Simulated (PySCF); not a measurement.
**Magnetic susceptibility: `C#Cc1cc(F)sc1C`, C7H5FS**

Geometry:
| atom | x (Å) | y (Å) | z (Å) |
| --- | --- | --- | --- |
| C1 | -0.952 | 2.554 | -0.815 |
| C2 | -0.357 | 1.562 | -0.494 |
| C3 | 0.344 | 0.399 | -0.114 |
| C4 | 1.768 | 0.337 | -0.052 |
| C5 | 2.184 | -0.885 | 0.342 |
| F6 | 3.447 | -1.284 | 0.504 |
| S7 | 0.891 | -1.998 | 0.651 |
| C8 | -0.269 | -0.775 | 0.232 |
| C9 | -1.725 | -1.066 | 0.271 |
| H10 | -1.466 | 3.423 | -1.098 |
| H11 | 2.420 | 1.156 | -0.291 |
| H12 | -1.973 | -1.878 | -0.412 |
| H13 | -2.281 | -0.178 | -0.018 |
| H14 | -2.032 | -1.369 | 1.272 |

Method used: GIAO BHandHLYP/pcSseg-1 magnetisability, rotational g tensor and spin-rotation constants, non-relativistic, gas phase (PySCF). Geometry: GFN2-xTB.

Q: What are the magnetisability and the molar susceptibility?

A: Isotropic -1432 × 10⁻³⁰ J/T², or -86.2 × 10⁻⁶ cm³/mol; principal values -1756, -1319, -1221 × 10⁻³⁰ J/T², anisotropy 493 × 10⁻³⁰ J/T² (root of half the summed squared differences of the principal values). The susceptibility is in cgs units.

Q: Split it along the inertial axes a, b, c into diamagnetic and paramagnetic parts about the centre of mass, with the quadrupole moment.

A: 
```csv
axis,χ (10⁻⁶ cm³/mol),diamagnetic (10⁻⁶ cm³/mol),paramagnetic (10⁻⁶ cm³/mol),summed x² of all electrons (Å²),quadrupole Θ (D Å)
a,-78.2,-599.5,521.3,252.5,+1.81
b,-74.8,-1132.3,1057.5,126.9,+4.86
c,-105.7,-1609.3,1503.6,14.4,-6.67
```
Anisotropies 2χaa − χbb − χcc = +24.0 and 2χbb − χaa − χcc = +34.4 × 10⁻⁶ cm³/mol. Θ is traceless in Buckingham's convention.

Q: And the rotational g tensor?

A: 
| axis | rotational constant (GHz) | g | nuclear part | electronic part |
| --- | --- | --- | --- | --- |
| a | 2.4276 | -0.0277 | 0.5667 | -0.5945 |
| b | 1.0928 | -0.0152 | 0.5278 | -0.5429 |
| c | 0.7571 | +0.0029 | 0.5377 | -0.5348 |

Asymmetric top; isotopes 12C, 19F, 1H, 32S; no vibrational averaging.
